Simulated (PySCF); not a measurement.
## LDA on Ca (calcium, neutral)

Configuration: [Ar] 3d1 4s1, high-spin 3D determinant (an excited configuration). Computed with PySCF 2.14 in aug-cc-pVQZ-X2C, with scalar relativity by spin-free X2C-1e.

```
Total energy                                                  : -678.527 hartree
One-electron energy                                           : -932.380 hartree
Hartree (Coulomb) energy                                      : 288.383 hartree
Exchange-correlation energy                                   : -34.530 hartree
⟨S²⟩                                                          : 2.0002
⟨L²⟩                                                          : 6.007
Sum of ⟨r⟩                                                    : 20.28 bohr
Sum of ⟨r²⟩                                                   : 50.85 bohr²
Traceless quadrupole moment −½Σ⟨3z² − r²⟩ along its main axis : 4.39 e·bohr²
Langevin diamagnetic susceptibility                           : -40.3 ×10⁻⁶ cm³/mol
```

```tsv
shell	electrons	mean orbital energy (hartree)	spread (hartree)	rms radius, mean of both spins (bohr)
1s α	1	-144.50623	0	0.0889
1s β	1	-144.50534	0	0.0889
2s α	1	-15.06439	0	0.397
2s β	1	-15.06024	0	0.397
2p α	3	-12.18080	0.00505	0.364
2p β	3	-12.17734	0.00734	0.364
3s α	1	-1.63679	0	1.25
3s β	1	-1.62084	0	1.25
3p α	3	-0.94966	0.01019	1.40
3p β	3	-0.93213	0.02298	1.40
4s α	1	-0.13515	0	4.43
3d α	1	-0.04315	0	3.89
```

Densities and radii are taken from the X2C orbitals without a picture-change correction, which distorts them close to the nucleus.
